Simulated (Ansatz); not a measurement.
One change: `[F][In]([SH])[SH]` becomes `[F][Al]([SH])[SH]`.

Ansatz, PBE0-D4/def2-TZVP geometries, multiplicity 1. Each molecule was computed in one conformer, which needn't be the lowest.

Elements past krypton have def2 core potentials.

```
                               property  `[F][In]([SH])[SH]`
HOMO–LUMO gap (ωB97M-V/def2-TZVPP) / eV                 9.88
      HOMO energy (PBE/def2-TZVPP) / eV                -6.69
  HOMO energy (ωB97M-V/def2-TZVPP) / eV               -10.09
     HOMO energy (PBE0/def2-TZVPP) / eV                -7.93
    HOMO–LUMO gap (PBE/def2-TZVPP) / eV                 3.73
   HOMO–LUMO gap (PBE0/def2-TZVPP) / eV                 5.82
```

(1) What does the change do to each property? (Best estimate.)

## Answers

(1) Ansatz gave: 
```
                               property  `[F][Al]([SH])[SH]`  shift
HOMO–LUMO gap (ωB97M-V/def2-TZVPP) / eV                10.89   1.01
      HOMO energy (PBE/def2-TZVPP) / eV                -6.67   0.02
  HOMO energy (ωB97M-V/def2-TZVPP) / eV               -10.04   0.05
     HOMO energy (PBE0/def2-TZVPP) / eV                -7.89   0.04
    HOMO–LUMO gap (PBE/def2-TZVPP) / eV                 5.03   1.30
   HOMO–LUMO gap (PBE0/def2-TZVPP) / eV                 7.08   1.26
```
